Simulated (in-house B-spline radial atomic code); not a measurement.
A radial electron density 4πr²n(r) was computed for an atom or ion in its tabulated ground configuration with an all-electron radial atomic-structure program (B-spline basis); method: Dirac-Hartree-Fock, average of configuration. Columns: r (bohr), 4πr²n(r) (electrons per bohr), bar.

```
 0.00493   0.3032 #
 0.00575   0.4039 #
 0.00671   0.5369 ##
 0.00784   0.7125 ##
 0.00915   0.9395 ###
  0.0107    1.236 ####
  0.0125    1.614 #####
  0.0146    2.092 #######
   0.017    2.675 #########
  0.0198     3.39 ###########
  0.0232    4.287 ##############
   0.027    5.297 ##################
  0.0316    6.496 #####################
  0.0369    7.801 ##########################
   0.043    9.158 ##############################
  0.0502    10.52 ###################################
  0.0587    11.76 #######################################
  0.0685    12.72 ##########################################
    0.08    13.28 ############################################
  0.0933     13.3 ############################################
   0.109    12.75 ##########################################
   0.127     11.7 #######################################
   0.149    10.26 ##################################
   0.173    8.897 #############################
   0.202    7.814 ##########################
   0.236    7.362 ########################
   0.276    7.676 #########################
   0.322     8.61 ############################
   0.376    9.814 ################################
   0.439     10.8 ####################################
   0.512    11.12 #####################################
   0.598    10.54 ###################################
   0.699    9.087 ##############################
   0.815    7.099 #######################
   0.952    4.946 ################
    1.11    3.065 ##########
     1.3    1.627 #####
    1.51   0.7693 ###
    1.77   0.2901 #
    2.06  0.09363 
    2.41  0.02292
```

Question: Which atom or ion is it?
A. Mg3+
B. Mg2+
C. Si4+
D. Ne2+

Answer: B. The area under the curve, ∫4πr²n dr = ∫r·4πr²n d(ln r) on this logarithmic grid, is 10 electrons; among the options with that count, the innermost peak, which lies near 1/Z bohr, picks Z = 12. The configuration is [He] 2s2 2p6.
